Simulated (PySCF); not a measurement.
## PySCF run on BeO

The script input.py:

```python
from pyscf import gto, scf, tdscf

mol = gto.M(
    atom='Be 0 0 0; O 0 0 1.451',
    basis='lanl2dz',
    charge=0,
    spin=0,
    symmetry=True,
    verbose=3,
)
mf = scf.RHF(mol)
mf.kernel()
td = tdscf.TDHF(mf)
td.nstates = 8
td.kernel()
td.analyze()
mf.dip_moment()
print('orbital energies (hartree):', mf.mo_energy[..., max(0, mol.nelec[1]-3):mol.nelec[0]+3].round(4))
```

```bash
$ OMP_NUM_THREADS=1 python input.py
```

Output:

```
converged SCF energy = -89.3842253532781
Excitation energies (eV)
[1.83272588 1.83272588 3.63120861 4.64908401 5.14667283 5.14667283
 6.89967531 6.89967531]

** Singlet excitation energies and oscillator strengths **
Excited State   1:  E1y      1.83273 eV    676.50 nm  f=0.0182
Excited State   2:  E1x      1.83273 eV    676.50 nm  f=0.0182
Excited State   3:   A1      3.63121 eV    341.44 nm  f=0.0155
Excited State   4:  ???      4.64908 eV    266.69 nm  f=0.0000
Excited State   5:  ???      5.14667 eV    240.90 nm  f=0.0000
Excited State   6:   A1      5.14667 eV    240.90 nm  f=0.0000
Excited State   7:  E1y      6.89968 eV    179.70 nm  f=0.0826
Excited State   8:  E1x      6.89968 eV    179.70 nm  f=0.0826
Dipole moment(X, Y, Z, Debye):  0.00000,  0.00000, -7.76328
orbital energies (hartree): [-0.4431 -0.3812 -0.3812 -0.0704  0.0848  0.0848]
```

In short: E(SCF) = -89.384225 Eh, μz(SCF) = -7.76 D, first singlet excitations without spin–orbit coupling 1.83, 1.83, 3.63, 4.65, 5.15 eV.

Hardware: Arm Neoverse V1, 1 thread, shared host. Wall time 0.95 s, peak memory 0.12 GiB.

With symmetry on the solver can miss roots, and labels of degenerate states are those of a subgroup. Stability towards an unrestricted solution was not tested. The bond length is a typed value, not an optimised one.
